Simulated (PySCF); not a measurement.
**How methods differ on the excitation energy of P⁺**

P⁺ [Ne] 3s2 3p2 (3P) → P⁺ [Ne] 3s1 3p2 3d1 (high-spin determinant), as a difference of total energies. Calculation: PySCF 2.14, in aug-cc-pCVTZ-DK with one added diffuse shell each of s, p, d, f type (9s8p6d4f, 91 functions); scalar relativity by spin-free X2C-1e. Correlated levels: valence and next inner shell: 1s2 frozen. The calculations carry no spin-orbit coupling.

```
                                method  excitation energy (cm⁻¹)
                                   UHF                    131850
    MP2 (valence and next inner shell)                    142040
SCS-MP2 (valence and next inner shell)                    145920
   CCSD (valence and next inner shell)                    140210
CCSD(T) (valence and next inner shell)                    138990
```

A first-order spin-orbit estimate (lowest level to lowest level, LS coupling) adds 0.008 eV.

The promoted electron is Rydberg-like, and one or two diffuse shells describe it only roughly, which tends to raise the upper state.

The coupled-cluster amplitudes are large for the upper state (T1 above 0.03 or a double amplitude above 0.15), so a single reference is strained.

The determinant of the upper state mixes LS terms, which raises its energy above the lowest term, most at the Hartree-Fock and MP2 levels.
